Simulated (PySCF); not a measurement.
CH₅O₃Sb, SMILES C[O][Sb]([OH])[OH]. Coordinates come from a B3LYP-D3(BJ)/def2-SVP optimisation. The structure was generated by enumeration; whether it is a known compound was not checked. The def2 effective core potentials stand for the cores of Sb; spin–orbit coupling is left out. Other conformers were not sampled.

### Question
Give the equilibrium geometry at B3LYP-D3(BJ)/def2-SVP (PySCF confirms it by a frequency run) as Cartesian coordinates in Å. (The exact figures need the calculation; the answer reports its results.)

### Answer
One answer among several that fit: 
```xyz
10

Sb    -0.0928     0.1707     0.5789
O      0.0069     1.7181    -0.6592
H     -0.5460     1.5210    -1.4338
O     -1.7174    -0.4584    -0.4189
H     -1.9028    -1.4001    -0.2902
O      1.1942    -1.0625    -0.3128
C      1.2490    -1.1453    -1.7222
H      1.6287    -0.2109    -2.1758
H      1.9328    -1.9655    -1.9971
H      0.2576    -1.3574    -2.1651
```
